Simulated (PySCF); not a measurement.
Sn(F)(SH) (FHSSn), SMILES [F][Sn][SH] (connectivity only; charge and spin as stated), neutral, multiplicity 1. The structure is a stationary point at PBE-D3(BJ)/def2-TZVP. The def2 effective core potentials stand for the cores of Sn; spin–orbit coupling is left out. The values are those of a single conformer.

All values below come from PBE-D3(BJ)/def2-TZVP (PySCF 2.14.0).

Harmonic wavenumbers (cm⁻¹): 136, 308, 324, 552, 616, 2605. Rotational constants (GHz): 8.206, 2.982, 2.187; symmetry number 1.

### Question
Work out the zero-point energy and the ideal-gas rigid-rotor harmonic-oscillator thermochemistry at 298.15 K and 1 atm.

### Answer
ZPE = ½ Σ hcν = ½ × 4540 cm⁻¹ = 6.49 kcal/mol. H − E(el) = 10.00 kcal/mol. Entropy in cal/(mol K): translation 41.31, rotation 26.20, vibration 6.48, total 74.00. G − E(el) = -12.07 kcal/mol. Cp = 15.29 cal/(mol K). Modes under 150 cm⁻¹ make the vibrational entropy uncertain.
